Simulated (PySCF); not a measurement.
C₄H₁₀NSi₂ (doublet state).
Atom-mapped SMILES: `[CH3:1][CH2:2][Si@@:3]([CH3:4])([SiH2:5])[C:6]#[N:7]` (hydrogens: H8, H9, H10 on C1; H11, H12 on C2; H13, H14, H15 on C4; H16, H17 on Si5)

Cartesian coordinates in Å at the GFN2-xTB level; atoms count from 1:
```
atom  x, y, z in Å
C1    -1.6937   -0.5731    1.2396
C2    -0.8341   -1.1716    0.1344
Si3    0.5576    0.0144   -0.4368
C4    -0.1843    1.5694   -1.2586
Si5    1.9110    0.5754    1.3200
C6     1.3953   -0.9086   -1.8401
N7     2.0436   -1.4640   -2.6093
H8    -1.0879   -0.3239    2.1104
H9    -2.4661   -1.2732    1.5543
H10   -2.1841    0.3358    0.8964
H11   -1.4719   -1.4330   -0.7121
H12   -0.3956   -2.1067    0.4876
H13   -0.7527    2.1563   -0.5425
H14    0.5963    2.2090   -1.6603
H15   -0.8495    1.3114   -2.0785
H16    2.4168   -0.4550    2.2313
H17    2.9923    1.5494    1.1543
```

The hyperfine couplings belong to this conformer and change with its torsions.

Theory: PySCF, UKS B3LYP, pcH-1 on C H N Si, non-relativistic, mean-field spin-orbit, GIAO. Isolated species at its GFN2-xTB geometry (one conformer only). Couplings are sensitive to structure, and on GFN2-xTB geometries they can be far from those on DFT ones, by a factor of two or more for some ions and for spin on atoms past the first row. Stability of the SCF solution: not tested.

Mulliken spin populations: C1 +0.004, C2 -0.006, Si3 +0.044, C4 -0.004, Si5 +0.984, C6 +0.002, N7 +0.024, H8 0.000, H9 +0.001, H10 0.000, H11 -0.001, H12 0.000, H13 0.000, H14 0.000, H15 -0.001, H16 -0.023, H17 -0.024.

Q: Give the computed dipolar 1H tensors of H8, H9, H10, H11, H12, H13, H14, H15.

A: 
```
atom          position  distance from Si5 (Å)  T1 (MHz)     T2    T3
  H8  4 bonds from Si5                   3.23     -3.41  -2.07  5.49
  H9  4 bonds from Si5                   4.76     -0.92  -0.76  1.68
 H10  4 bonds from Si5                   4.12     -1.38  -1.05  2.43
 H11  3 bonds from Si5                   4.43     -1.00  -0.58  1.58
 H12  3 bonds from Si5                   3.63     -1.57  -0.94  2.51
 H13  3 bonds from Si5                   3.61     -1.86  -1.29  3.16
 H14  3 bonds from Si5                   3.64     -1.50  -1.05  2.56
 H15  3 bonds from Si5                   4.44     -0.97  -0.62  1.59
```

Q: Estimate them with point dipoles: put each population ρk at its nucleus, leave out the nucleus itself and the atom bound to it, and sum T = Σ [ρk/(2S)]·C·(3 n nᵀ − 1)/r³ with C = μ0 gₑ μB g_N μN/(4π h) = 79.06 MHz Å³.

A: 
| atom | T1 (MHz) | T2 | T3 | T3, computed | difference in T3 (%) |
| --- | --- | --- | --- | --- | --- |
| H8 | -2.38 | -2.29 | 4.66 | 5.49 | -15 |
| H9 | -0.74 | -0.72 | 1.45 | 1.68 | -14 |
| H10 | -1.20 | -1.10 | 2.30 | 2.43 | -6 |
| H11 | -1.14 | -0.94 | 2.09 | 1.58 | +32 |
| H12 | -1.73 | -1.60 | 3.32 | 2.51 | +32 |
| H13 | -1.82 | -1.60 | 3.42 | 3.16 | +8 |
| H14 | -1.76 | -1.56 | 3.33 | 2.56 | +30 |
| H15 | -1.10 | -0.98 | 2.08 | 1.59 | +31 |

Q: If all the spin sat on Si5, T∥ = 2C/r³. What distance does the computed T3 of H10 then imply?

A: r = (2 × 79.06/2.43)^(1/3) = 4.02 Å, against 4.12 Å in the structure.
